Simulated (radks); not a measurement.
Valence configurations of the gallium ion Ga+ (all share [Ar]). Method: scalar-relativistic Kohn-Sham, PBE, spin-polarised, spherical densities, finite nucleus; open shells are filled with parallel spins first; Fermi nuclear charge, rms radius 3.9973 fm; computed with a radial shooting solver on a logarithmic mesh with Libxc functionals. Energies are relative to 3d10 4s2; eigenvalues in eV for spin up.

valence           E (eV)  moment (Bohr magnetons)    e(3d)    e(4p)    e(4s)
3d10 4s2           0.000                        0  -27.423        -  -16.332
3d10 4s1.5 4p0.5   3.400                        1  -28.375   -9.951  -17.356
3d10 4s1 4p1       6.363                        2  -29.209  -10.663  -18.227
3d9.5 4s2 4p0.5    9.921                        1  -32.393  -10.370  -18.126
3d10 4p2          13.987                        2  -30.871  -11.448        -
3d9.5 4s1 4p1.5   16.220                        3  -33.997  -11.758  -19.801
3d9 4s2 4p1       21.400                        2  -37.498  -11.572  -19.812
3d9 4s1.5 4p1.5   24.723                        3  -38.266  -12.245  -20.615
3d8.5 4s2 4p1.5   34.517                        3  -42.740  -12.705  -21.415
3d8 4s2 4p2       49.344                        4  -48.120  -13.787  -22.953

NIST lists [Ar] 3d10 4s2 as the ground configuration; this level of theory agrees among the configurations tried. The energies are those of spherical high-spin densities, not of single terms.
